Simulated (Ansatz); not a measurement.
Total energies of `CN(C)[Si]S`.

Z-matrix (Å, degrees):
```
C
N 1 1.442
H 1 1.089 2 111.3
H 1 1.096 2 110.1 3 119.0
H 1 1.097 2 111.7 3 -121.6
C 2 1.452 1 112.0 3 -166.4
Si 2 1.718 1 132.6 3 14.5
H 6 1.097 2 111.1 1 -61.0
H 6 1.096 2 110.9 1 59.3
H 6 1.093 2 110.1 1 179.3
S 7 2.169 2 105.6 1 5.9
H 11 1.344 7 102.8 2 9.9
```

The species carries charge 0 and has multiplicity 1. The geometry is a stationary point of PBE0-D4/def2-TZVP. It is a higher conformer; a search finds a lower one. Basis def2-TZVPP, Ansatz 0.2.0.

RPA on PBE orbitals: Hartree–Fock energy of these orbitals -820.74845 Eh, correlation -1.42910 Eh (frozen core).

```
 functional  energy without D4 (Eh)  D4 term (kJ/mol)
LDA (SPW92)              -819.22471                 –
      B3LYP              -822.99659             -49.1
```

Problem. Give the same for PBE, revPBE, BLYP, r2SCAN, B97M-V, PBE0, r2SCANh, r2SCAN0, HSE06 (plane-wave form), BHLYP, CAM-B3LYP, LC-ωPBE, ωB97X-V, ωB97M-V, B2PLYP, PBE-QIDH. (Estimate.)

Solution. Ansatz gave: 
| functional | energy without D4 (Eh) | D4 term (kJ/mol) |
| --- | --- | --- |
| PBE | -822.45560 | -30.4 |
| revPBE | -822.77734 | -92.6 |
| BLYP | -822.88562 | -66.8 |
| r2SCAN | -822.81584 | -7.5 |
| B97M-V | -822.77044 | – |
| PBE0 | -822.52919 | -25.8 |
| r2SCANh | -822.80591 | -8.0 |
| r2SCAN0 | -822.79230 | -8.8 |
| HSE06 (plane-wave form) | -822.50764 | -24.0 |
| BHLYP | -822.86397 | -37.7 |
| CAM-B3LYP | -822.89612 | -26.2 |
| LC-ωPBE | -822.65446 | – |
| ωB97X-V | -822.80338 | – |
| ωB97M-V | -822.84591 | – |
| B2PLYP | -822.58567 | – |
| PBE-QIDH | -822.33751 | – |

B3LYP takes the VWN-RPA correlation (the form of Gaussian; ORCA's B3LYP/G). HSE06 is the plane-wave form, built on full-range PBE exchange. The double hybrids freeze the cores in their second-order part.

LC-ωPBE has ω = 0.4 bohr⁻¹.
